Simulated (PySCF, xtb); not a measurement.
Al(Cl)(F)(NHMe) (CH4AlClFN), SMILES [NH](C)[Al]([Cl])[F].

GFN2-xTB in xtb at its own geometry gives an orbital gap of 3.22 eV and a dipole moment of 2.44 D.

Geometry: PBE0-D3(BJ)/def2-SVP. The structure was generated by enumeration; whether it is a known compound was not checked. One conformer was computed; it need not be the lowest.

Q: What does PBE/def2-TZVP in PySCF give? (Estimate from the structure and the level; the computed values follow.)

A: gap 4.44 eV (levels -5.92 and -1.48 eV), dipole 2.48 D.
